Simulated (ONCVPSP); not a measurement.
## samarium (Sm): one change to an ONCV potential, before and after

ONCVPSP 4.0.1 input, shortened (lines: element, Z, core and valence counts, functional; n l f; lmax; l rc ep ncon nbas qcut; lloc lpopt rc5 dvloc0; l nproj debl; icmod fcfact rcfact), PBE, scalar-relativistic:

```
  Sm 62.00   10    4        4      upf
    1    0    2.00
    2    0    2.00
    2    1    6.00
    3    0    2.00
    3    1    6.00
    3    2   10.00
    4    0    2.00
    4    1    6.00
    4    2   10.00
    4    3    5.00
    5    0    2.00
    5    1    6.00
    5    2    1.00
    6    0    2.00
    2
    0    2.30    0.00    3    6    4.00
    1    2.20    0.00    4    7    5.10
    2    2.60    0.00    4    8    3.10
    4    4    2.15    3.00
    0    2    3.80
    1    2    0.90
    2    3    3.60
    1    0.55    0.00
```

In the p channel the program set the typed energies aside and used -0.955, 0.250 Ha.

Change: s: qcut 4.6; p: qcut 5.9; d: qcut 3.6.

Cutoffs: the cutoffs (Ha) at which the residual kinetic energy of the hardest occupied pseudo-wave falls to 1 and 0.1 mHa per electron; they do not see the model core or the augmentation charge, which bear on the density cutoff. Errors are all-electron minus pseudo energies relative to the spin-unpolarised reference configuration.

Problem. How do hardness, ghosts and transferability respond?

Solution. The potential gets softer (18 Ha and 33 Ha → 11 Ha and 28 Ha); the errors of the 3 common tests hardly move; neither file shows a bound ghost.

| quantity | base | changed |
| --- | --- | --- |
| cutoff, loose | 18 Ha | 11 Ha |
| cutoff, tight | 33 Ha | 28 Ha |
| loose cutoff by channel | s 5.3 Ha, p 6.2 Ha, d 18 Ha | s 7.2 Ha, p 11 Ha, d 7.2 Ha |
| bound ghosts | none | none |
| GHOST(+) flags under 300 eV | none | none |
| tests counted as reliable (solved cleanly; for ONCVPSP, near-neutral configurations with less than one 5d electron left out) | 3 of 4 | 3 of 4 |
| error for 5s2 5p6 5d1 6s1, meV [ΔE 6.45 eV] | -4.8 | -4.7 |
| error for 5s2 5p6 5d1 6s0, meV [ΔE 18.22 eV] | -28 | -26 |
| error for 5s2 5p6 5d0 6s0, meV [ΔE 37.93 eV] | -100 | -109 |
| s: phases at 2.33 bohr within 0.05 rad from the reference energy up to (Ha; the scan ends near 5) | 3.8 | 4.4 |
| p: phases at 2.24 bohr within 0.05 rad from the reference energy up to (Ha; the scan ends near 5) | to the end of the scan | to the end of the scan |
| d: phases at 2.64 bohr within 0.05 rad from the reference energy up to (Ha; the scan ends near 5) | to the end of the scan | to the end of the scan |
| rms error of d²Exc/dni dnj with the model core, mHa | 1.75 | 1.60 |
